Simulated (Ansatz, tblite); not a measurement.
Cost and result up the ladder for Ru(P5)2 (P10Ru) (11 atoms). Total charge 0; singlet. Geometry: PBE0-D4/def2-SVP.

```csv
atom,x (Å),y (Å),z (Å)
Ru1,0.0003,0.0000,0.0001
P2,-0.5846,0.6354,2.3477
P3,-2.1055,-0.4214,1.2829
P4,-1.2135,-2.1506,0.3993
P5,0.8585,-2.1627,0.9185
P6,1.2466,-0.4420,2.1240
P7,-0.5178,-0.3207,-2.4260
P8,-1.3801,1.4179,-1.5307
P9,0.1609,2.4508,-0.4718
P10,1.9775,1.3541,-0.7204
P11,1.5577,-0.3610,-1.9236
```

Ansatz on 4 threads of Intel Xeon Platinum 8175M on a shared host; xTB runs through tblite on one thread. Times are rough, summed over both states, and most runs start from the orbitals of an earlier one. PBE0-D4/def2-SVP serves as the yardstick here, not as an exact answer. The other state is a triplet at its own geometry, which has other bonds, so the gap mixes isomer and spin.

In the def2 sets Ru takes a core potential; there is no spin–orbit coupling. The xTB rows come from tblite.

Run but left out: HF/STO-3G, HF/def2-SVP, MP2/def2-SVP (triplet: ⟨S²⟩ 2.38 to 3.49, where a pure state has 2.00).

xTB has no spin-polarisation term.

```csv
level,functions,wall time,triplet − singlet (eV),difference from PBE0-D4/def2-SVP (eV)
GFN1-xTB,99,0.21 s,1.48,-0.30
GFN2-xTB,99,0.25 s,1.14,-0.65
PBE-D4/def2-SVP,211,22 s,1.52,-0.26
PBE0-D4/def2-SVP,211,43 s,1.78,0.00
```
